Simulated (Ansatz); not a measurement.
Total energies of P4S3, SMILES `s1p2sp3p1p3s2`.

Z-matrix (Å, degrees):
```
P
S 1 2.099
S 1 2.099 2 99.6
S 1 2.099 2 99.6 3 101.5
P 2 2.090 1 102.5 3 -50.7
P 3 2.090 1 102.5 2 50.7
P 4 2.090 1 102.5 2 -50.7
```

Charge 0, multiplicity 1. All single points use the PBE0-D4/def2-TZVP geometry. Basis def2-TZVPP, Ansatz.

RPA on PBE orbitals: Hartree–Fock energy of these orbitals -2555.62461 Eh, correlation -1.79359 Eh (frozen core).

```tsv
functional	energy without D4 (Eh)	D4 term (kJ/mol)
LDA (SPW92)	-2551.17100	–
BLYP	-2560.21169	-153.9
r2SCAN	-2560.05688	-14.7
r2SCAN0	-2560.01524	-18.7
HSE06 (plane-wave form)	-2559.26189	-57.7
BHLYP	-2560.18088	-107.9
CAM-B3LYP	-2560.25291	-63.7
LC-ωPBE	-2559.42342	–
ωB97X-V	-2559.81286	–
B2PLYP	-2559.35437	–
```

Question: Give the same for PBE, revPBE, B97M-V, PBE0, B3LYP, r2SCANh, ωB97M-V, PBE-QIDH. (Best estimate.)

Answer: Ansatz gave: 
```csv
functional,energy without D4 (Eh),D4 term (kJ/mol)
PBE,-2559.11767,-71.0
revPBE,-2559.75839,-172.3
B97M-V,-2559.58128,–
PBE0,-2559.30911,-60.7
B3LYP,-2560.31758,-119.0
r2SCANh,-2560.03935,-16.5
ωB97M-V,-2560.09975,–
PBE-QIDH,-2558.70359,–
```

B3LYP takes the VWN-RPA correlation (the form of Gaussian; ORCA's B3LYP/G). HSE06 is the plane-wave form, built on full-range PBE exchange. The double hybrids freeze the cores in their second-order part.

LC-ωPBE has ω = 0.4 bohr⁻¹.
